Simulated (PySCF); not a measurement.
Correlation energy of S³⁺ (sulfur, charge +3)

[Ne] 3s2 3p1, 2P determinant. All numbers are calculated (PySCF 2.14, no relativity, point nucleus, in aug-cc-pV(D+d)Z (5s4p3d, 32 functions)). Frozen: [Ne]; 3 electrons correlated.

MP2 pair energies summed by pair of shells (mhartree):

```csv
pair,energy,share (%)
3s-3s,-24.53,57.7
3s-3p,-18.01,42.3
```

Total MP2 correlation energy: -42.54 mhartree.

Same-spin part -2.48 and opposite-spin part -40.06 mhartree; SCS-MP2 scales them by 1/3 and 6/5 to -48.90 mhartree.

```csv
level,correlation energy (mhartree)
CCSD,-64.27
(T),-0.64
CCSD(T),-64.91
```

Diagnostics: T1 = 0.0096, D1 = 0.0229, largest double amplitude 0.110.

Problem. Is a single reference adequate?

Solution. Mostly. T1 lies below 0.03, but a double amplitude of this size points to a near-degeneracy that CCSD handles and MP2 describes poorly.
